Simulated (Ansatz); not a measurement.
H9NSi3, SMILES [SiH3]N[SiH2][SiH3].

Geometry: PBE0-D3(BJ)/def2-SVP. Other conformers were not sampled.

Two levels are set side by side: PBE/def2-SVPD (Ansatz, a first-principles code) and CAM-B3LYP/def2-SVPD (Ansatz). Energy differences of separate SCF runs at the same geometry; the states with an electron removed or added have multiplicity 2 and 2. Differences are taken from unrounded values.

| quantity | PBE |
|---|---|
| vertical ionisation energy (eV) | 9.03 |
| vertical singlet–triplet gap (eV) | 4.99 |

Problem. These are the PBE values. What does CAM-B3LYP give? (The exact figures need the calculation; the answer reports its results.)

Solution. 
| quantity | CAM-B3LYP | PBE minus CAM-B3LYP |
|---|---|---|
| vertical ionisation energy (eV) | 9.53 | -0.49 |
| vertical singlet–triplet gap (eV) | 5.75 | -0.76 |
